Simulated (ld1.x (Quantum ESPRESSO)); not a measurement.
**An all-electron radial function and its pseudo partner (Ce (Z = 58))**

Columns: radius, all-electron u(r) and pseudo u(r) of the 5d shell (level -3.06 eV) of cerium in the configuration [Kr] 4d10 4f1 5s2 5p6 5d1 6s2 6p0; PBE, scalar-relativistic, TM scheme, ld1.x (Quantum ESPRESSO) 7.5.

```tsv
r (bohr)	all-electron	pseudo
0.148	0.1759	0.0012
0.295	0.0048	0.0090
0.443	-0.2215	0.0291
0.590	-0.2729	0.0646
0.738	-0.1862	0.1169
0.885	-0.0392	0.1830
1.033	0.1190	0.2592
1.180	0.2612	0.3385
1.328	0.3796	0.4154
1.475	0.4706	0.4832
1.623	0.5370	0.5388
1.770	0.5813	0.5795
1.918	0.6078	0.6058
2.065	0.6200	0.6188
2.213	0.6214	0.6209
2.360	0.6147	0.6146
2.508	0.6022	0.6021
2.655	0.5856	0.5856
2.802	0.5664	0.5664
2.950	0.5453	0.5453
3.098	0.5232	0.5232
3.245	0.5009	0.5009
3.393	0.4784	0.4784
3.540	0.4563	0.4563
3.688	0.4342	0.4342
3.835	0.4128	0.4128
```

Problem. How many radial nodes do the two functions have?

Solution. The all-electron 5d function has n − l − 1 = 2; the pseudo-wave has 0, since the states of the same l below it are removed with the core.

Problem. At about which radius was the pseudo-wave matched?

Solution. 2.95 bohr. The columns agree to 0.0005 from 2.21 bohr on; several derivatives are matched, so the curves merge somewhat inside the radius.

Problem. Where does each function peak?

Solution. Outermost all-electron maximum near 2.21 bohr, pseudo maximum near 2.21 bohr (to the table’s step).

Problem. Is the pseudo-wave norm-conserving?

Solution. Yes: the TM scheme keeps the norm inside the radius equal to the all-electron one, which fixes the energy derivative of the logarithmic derivative at the level.
